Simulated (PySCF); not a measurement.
A PySCF script (with the pyscf-properties extension) for the NMR shieldings of `CS[Si@H](C[SiH3])[SiH2]F`, C$_{2}$H$_{11}$FSSi$_{3}$, on a GFN2-xTB geometry:

```python
import basis_set_exchange as bse
import numpy as np
from pyscf import gto, dft
from pyscf.prop import nmr

atoms = """
C    -2.949936    0.895242   -0.471134
S    -2.380285   -0.753248    0.033295
Si   -0.324416   -0.296755    0.555057
C     0.592490    0.349962   -0.986651
Si    2.340548    1.034006   -0.653525
Si    0.561972   -2.210326    1.468002
F     2.047108   -1.759584    1.921900
H    -2.436550    1.199166   -1.377839
H    -4.015161    0.818800   -0.660780
H    -2.763711    1.606427    0.327458
H    -0.460463    0.841458    1.483490
H     0.665975   -0.453425   -1.723133
H     0.001161    1.134388   -1.463389
H     2.247333    2.132124    0.310299
H     2.884970    1.544250   -1.915972
H     3.183538   -0.037403   -0.132789
H    -0.023342   -2.708957    2.706891
H     0.820012   -3.329809    0.567162
"""
names = dict.fromkeys(["C", "S", "Si", "F", "H"], "pcSseg-1")
basis = {el: gto.basis.parse(bse.get_basis(n, elements=[el], fmt="nwchem")) for el, n in names.items()}
mol = gto.M(atom=atoms, basis=basis, charge=0, verbose=0)
mf = dft.RKS(mol, xc="PBE0")
mf.grids.level = 2
mf.grids.alignment = dft.numint.BLKSIZE   # the property module wants whole blocks of grid points
mf.conv_tol = 1e-9
mf.kernel()

calc = nmr.RKS(mf)   # GIAO
C = mf.mo_coeff
Co = C[:, mf.mo_occ > 0]
resp = mf.gen_response(singlet=True, hermi=2)
def vind(x):   # induced exchange potential for any number of trial vectors
    d = np.einsum("pi,xij,qj->xpq", C, 2 * x.reshape(-1, C.shape[1], Co.shape[1]), Co, optimize=True)
    return np.einsum("xpq,pi,qj->xij", resp(d - d.transpose(0, 2, 1)), C, Co, optimize=True).ravel()
mo1, _ = nmr.rhf.solve_mo1(calc, with_cphf=vind)
sigma = calc.kernel(mo1)
for i, s in enumerate(sigma):   # ppm
    print("%2d %-2s %9.2f" % (i, mol.atom_pure_symbol(i), np.trace(s) / 3))
```

Q: What are the results?

A: 
```
 0 C     170.95
 1 S     694.09
 2 Si    369.29
 3 C     194.25
 4 Si    425.65
 5 Si    340.14
 6 F     432.76
 7 H      29.51
 8 H      29.49
 9 H      29.92
10 H      26.67
11 H      31.75
12 H      31.08
13 H      27.82
14 H      27.59
15 H      27.64
16 H      26.07
17 H      26.07
```

These numbers come from an equivalent density-fitted implementation of the same equations, which agrees with the script to about 0.01 ppm for H and up to a few tenths of a ppm for heavy atoms, so last digits may differ.

Q: Turn these shieldings into chemical shifts. Referencing at the same level of theory: ¹³C (σ = 186.93 ppm) and ²⁹Si (σ = 349.16 ppm) and ¹H (σ = 31.72 ppm) vs TMS; ³³S (σ = 503.73 ppm) vs CS2; CFCl3 for ¹⁹F (σ = 170.95 ppm).

A: Averaging equivalent atoms: C 0: 16.0; C 3: -7.3; S 1: -190; Si 5: 9.0; Si 2: -20.1; Si 4: -76.5; F 6: -261.8; H 17: 5.65; H 16: 5.65; H 10: 5.05; H 13/14/15: 4.03; H 7/8/9: 2.08; H 12: 0.64; H 11: -0.03 ppm. Unscaled 19F shifts against computed CFCl3 carry errors that often reach 10 to 50 ppm.

Size and cost of the density-fitted run: 202 basis functions, 33 s wall time on 1 thread of an Arm Neoverse V2, shared host; peak memory 0.92 GiB.
